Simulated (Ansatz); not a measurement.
Input file for Ansatz (an electronic-structure program): R-CCSD(T)/def2-TZVPP on AlBrFH2N (SMILES [NH2][Al]([F])[Br]), a point of a torsion scan. The run froze 21 orbitals, filled d shells among them.

Ansatz 0.2 input:
```yaml
crystal:
  periodic: [false, false, false]
  atoms:
    - {symbol: N, position_ang: [-0.98394305, -0.16542129, 0.06704888]}
    - {symbol: Al, position_ang: [0.71547176, 0.05653475, -0.37622298]}
    - {symbol: F, position_ang: [1.83575402, -1.09121266, -0.00827412]}
    - {symbol: Br, position_ang: [1.43157743, 1.83217079, -1.55086520]}
    - {symbol: H, position_ang: [-1.54097987, -0.96042884, -0.21260993]}
    - {symbol: H, position_ang: [-1.61670000, 0.61056886, 0.21465470]}
basis:
  gaussian:
    orbitals: def2-TZVPP
magnetization: {spin_polarized: false}
correlation: {method: ccsd_t, electrons: outside_noble_gas}
scf: {lower_state_search: off}
```

### Question
Give the final energy of this run.

### Answer
-2970.4054 hartree (reference determinant -2969.6613, T1 diagnostic 0.011).

### Question
How many basis functions does it have, and what does it roughly cost on one machine?

### Answer
180 functions; around 29 core-seconds (rough).
